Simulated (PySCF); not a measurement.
C$_{2}$H$_{3}$O$_{2}$, doublet, geometry from GFN2-xTB. Base run: PBE0/pcseg-1 run with PySCF.

PySCF was given this input:
```python
from pyscf import gto, scf, dft

mol = gto.Mole()
mol.atom = '''
    C    -0.933878   -0.065412    0.013184
    O    -0.952587   -1.261701    0.004908
    O    -0.028036    0.834302    0.006372
    C     1.384468    0.450471   -0.017018
    H     1.943523    1.381171   -0.018539
    H     1.612003   -0.142538    0.867617
    H     1.585926   -0.129789   -0.916310
'''
mol.basis = 'pcseg-1'
mol.charge = 0
mol.spin = 1
mol.verbose = 4
mol.build()

mf = dft.UKS(mol)
mf.xc = 'pbe0'
mf.kernel()
```

The base run was repeated with changes; each row names its change, and settings that it needs were set with it.

| change | E (Eh) | HOMO (eV) | dipole (D) | <S^2> |
|---|---|---|---|---|
| base | -228.09980 | -6.43 | 3.27 | 0.753 |
| functional = bhandhlyp | -228.22577 | -7.95 | 3.37 | 0.755 |
| functional = pbe | -228.10538 | -4.79 | 3.11 | 0.752 |
| functional = lda,vwn | -226.56908 | -4.82 | 3.18 | 0.751 |
| functional = mn15 | -228.11551 | -6.87 | 3.27 | 0.753 |
| functional = b3lyp; dispersion = d3bj | -228.36540 | -6.09 | 3.23 | 0.753 |
| functional = b3lyp5 | -228.24439 | -6.00 | 3.23 | 0.753 |
| functional = wb97x | -228.29304 | -8.79 | 3.34 | 0.754 |
| functional = revpbe | -228.29461 | -4.75 | 3.10 | 0.752 |
| functional = tpssh | -228.36140 | -5.62 | 3.25 | 0.753 |
| functional = blyp; dispersion = d3bjm | -228.32251 | -4.63 | 3.10 | 0.752 |
| functional = x3lyp | -228.26885 | -6.15 | 3.24 | 0.753 |
| functional = b3lyp; dispersion = d4 | -228.36477 | -6.09 | 3.23 | 0.753 |

Total energies compare only within one method and basis.

Open shells are given as the SCF converged; they aren't shown to be the lowest states, and a large step between rows can be another state.
